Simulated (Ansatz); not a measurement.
The cluster Mg2Te3, relaxed as a singlet with RKS r2SCAN-D4/def2-SVP in Ansatz, starting from the GFN1-xTB geometry. Force threshold 0.02 eV/Å.

In the def2 sets Te takes a core potential; there is no spin–orbit coupling. The structure comes from a short search, and lower isomers may exist.

Start:

```csv
atom,x (Å),y (Å),z (Å)
Mg1,-0.7499,1.2156,0.0833
Mg2,-2.5386,-2.5272,0.6565
Te3,2.2337,0.1518,0.0174
Te4,-0.1492,-1.2916,0.2492
Te5,1.2041,2.4514,-1.0064
```

Problem. Estimate the energy that the relaxation releases and the steps that it takes.

Solution. 2.52 eV, in 32 steps; 74 s on 4 threads of Arm Neoverse V2 on a shared host. The force fell under the threshold at step 30, but the optimiser went on. No frequencies were taken in this run, so the end may be a saddle point.

Problem. Does the start keep its bonding and symmetry?

Solution. Bonds lost: Mg1–Te5, Te3–Te4 (atoms count from 1). Bonds formed: Mg2–Te5 (atoms count from 1). Metal–metal contacts that move far: Mg1–Mg2 4.19 to 3.08 Å.

Problem. Predict the relaxed structure.

Solution. 
```xyz
5

Mg    1.275   -1.053    0.101
Mg   -1.655   -0.117    0.066
Te    1.928    1.511    0.070
Te   -0.838   -2.602    0.370
Te   -0.710    2.261   -0.607
```
Bond lengths (bridged metal pairs left out): 4 × Mg–Te 2.63 to 2.65 Å; 1 × Te–Te 2.82 Å.
